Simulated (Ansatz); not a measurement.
Gas-phase reaction R1 → P1 + P2, each structure at its B3LYP-D3(BJ)/def2-TZVP stationary point, reached from a drawn start (curvature not checked).
R1: F5S (SMILES F[S](F)(F)(F)F), charge 0, multiplicity 2.
P1: F4S (SMILES FS(F)(F)F), charge 0, multiplicity 1.
P2: F atom, charge 0, multiplicity 2.

P less R. No zero-point or thermal terms; singlets are restricted closed shells; open shells are unrestricted; no spin–orbit coupling.

Codes used: Ansatz (a quantum-chemistry and plane-wave program) with Gaussian orbitals. Each number belongs to the level named beside it.

One of these levels gives 41.43 kcal/mol for the reaction energy. Name it.
A) HF/cc-pV(D+d)Z
B) BLYP/def2-TZVPP
C) BHLYP/def2-TZVPP

B, BLYP/def2-TZVPP. The others give 7.93 (HF/cc-pV(D+d)Z), 33.77 (BHLYP/def2-TZVPP)
